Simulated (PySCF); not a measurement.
Mayer bond orders and bond lengths

Species: C3H9ClSSi2.
SMILES with atom numbers: `[CH3:1][C@@H:2]1[CH2:3][Si@@H:4]([Cl:5])[S:6][SiH2:7]1` (hydrogens: H8, H9, H10 on C1; H11 on C2; H12, H13 on C3; H14 on Si4; H15, H16 on Si7)

Cartesian coordinates in Å at the GFN2-xTB level; atoms count from 1:
```xyz
16
C3H9ClSSi2 angstrom
C     -1.5444   -1.2770   -0.1639
C     -0.4342   -0.2351   -0.2525
C      0.8364   -0.7104    0.4665
Si     2.1366    0.6798    0.5460
Cl     3.2152    0.7523   -1.1532
S      0.9233    2.4496    0.7787
Si    -0.9643    1.4667    0.4352
H     -1.8325   -1.4471    0.8715
H     -2.4238   -0.9451   -0.7110
H     -1.2182   -2.2268   -0.5857
H     -0.1850   -0.1035   -1.3129
H      1.2381   -1.5950   -0.0311
H      0.5754   -1.0160    1.4820
H      3.0263    0.6079    1.6919
H     -1.7138    2.2599   -0.5285
H     -1.6427    1.3487    1.7229
```

Bond orders from the PBE0/pcSseg-1 density (PySCF). One conformer (not necessarily the lowest) at the GFN2-xTB geometry, without solvent, vibrations or thermal averaging.

How far do the computed orders between heavy atoms stray from the drawn ones?

The largest departure is 0.114, at Si7–C2 (drawn single, 0.886).

Give the Mayer order of every bond between heavy atoms, beside its length.

```json
{"bond": "C1–C2", "drawn as": "single", "length (Å)": "1.525", "Mayer order": "1.040"}
{"bond": "C2–C3", "drawn as": "single", "length (Å)": "1.535", "Mayer order": "1.007"}
{"bond": "C3–Si4", "drawn as": "single", "length (Å)": "1.905", "Mayer order": "0.905"}
{"bond": "Si4–Cl5", "drawn as": "single", "length (Å)": "2.014", "Mayer order": "1.014"}
{"bond": "Si4–S6", "drawn as": "single", "length (Å)": "2.158", "Mayer order": "1.004"}
{"bond": "S6–Si7", "drawn as": "single", "length (Å)": "2.156", "Mayer order": "0.947"}
{"bond": "Si7–C2", "drawn as": "single", "length (Å)": "1.911", "Mayer order": "0.886"}
```

By pair of heavy elements: C–C: lowest C2–C3 (1.007, 1.535 Å), highest C1–C2 (1.040, 1.525 Å). C–Si: all 2 within 0.02 of one another (0.886 to 0.905). S–Si: lowest S6–Si7 (0.947, 2.156 Å), highest Si4–S6 (1.004, 2.158 Å).

And the bonds to hydrogen?

C–H: 0.92 to 0.96 (6 bonds); H–Si: 0.92 to 0.93 (3 bonds).

Sum the orders of all bonds at each heavy atom with more than one neighbour and set the sums beside the valence in the SMILES.

C1 3.930 (drawn 4), C2 3.857 (drawn 4), C3 3.788 (drawn 4), Si4 3.847 (drawn 4), S6 1.951 (drawn 2), Si7 3.689 (drawn 4). Orders between atoms that aren't bonded are not in these sums.

The Mayer order sums products of elements of PS (density times overlap matrix) between the two atoms' basis functions, so it depends on the basis set.
